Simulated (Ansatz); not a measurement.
Job for Ansatz (a program for electronic structure): R-r2SCAN/def2-TZVPP on C2H6InN (SMILES C=[CH][InH][NH2]), a point of a torsion scan. Elements past Kr take the def2 small-core potentials; no spin–orbit coupling.

Ansatz 0.2 input:
```yaml
crystal:
  periodic: [false, false, false]
  atoms:
    - {symbol: C, position_ang: [-1.62285385, -0.74605607, 0.32872492]}
    - {symbol: C, position_ang: [-1.34610063, 0.46981138, -0.10579988]}
    - {symbol: In, position_ang: [0.75269237, 1.03688643, -0.48068931]}
    - {symbol: N, position_ang: [2.23311671, -0.33284723, -0.14573532]}
    - {symbol: H, position_ang: [-0.83926223, -1.47813869, 0.49023521]}
    - {symbol: H, position_ang: [-2.63061596, -1.07977378, 0.54860875]}
    - {symbol: H, position_ang: [-2.13551112, 1.19685217, -0.26069221]}
    - {symbol: H, position_ang: [1.21791086, 2.68578925, -0.83118560]}
    - {symbol: H, position_ang: [3.17865558, -0.01709500, -0.33656638]}
    - {symbol: H, position_ang: [2.12197802, -1.23458846, -0.59619507]}
basis:
  gaussian:
    orbitals: def2-TZVPP
hamiltonian:
  xc: {name: r2SCAN}
scf: {lower_state_search: off}
```

Problem. Predict the final total energy.

Solution. -324.7077 hartree.

Problem. How many basis functions does it have, and what does it roughly cost on one machine?

Solution. 227 functions; very roughly 5 core-seconds.
